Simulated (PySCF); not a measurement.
**CsO and its ions**

LDA; basis Cs def2-SVP with ECP46, O def2-SVP; scalar-relativistic core potentials; PySCF 2.14. Neutral (UKS): doublet (π ↑), Re = 2.523 Å, ωe = 360 cm⁻¹, De = 3.31 eV, HOMO -3.08 eV, LUMO -3.06 eV.

CsO⁺ (UKS): triplet (π ↑↑), Re = 3.144 Å, ωe = 142 cm⁻¹, De = 0.34 eV to Cs⁺ + O. The energies at the minima are -94.62306 hartree for CsO and -94.36313 for CsO⁺.

(1) Work out the adiabatic ionisation energy, without and with harmonic zero-point energies (1 hartree = 27.2114 eV, 1 eV = 8065.5 cm⁻¹), and the change of the bond length.

Weak bonds: CsO⁺. Basis-set superposition, not corrected here, can be much of De in a small basis, most of all at correlated wavefunction levels. Spin–orbit coupling is left out, which matters for elements this heavy, above all for dissociation energies. For an ion De counts to the pair picked by the measured ionisation energies or electron affinities, which need not be the lowest pair at this level. States were picked by a PBE0 search and need not be the measured ground states.

Results:

(1) At LDA: 0.25993 hartree = 7.073 eV between the minima; the zero-point term (142.0 − 360.0)/2 cm⁻¹ = -0.014 eV makes it 7.060 eV. Re changes by +62.1 pm against the neutral. The electron leaves a π orbital, and the ion is left as a loose complex of an ion and an atom.
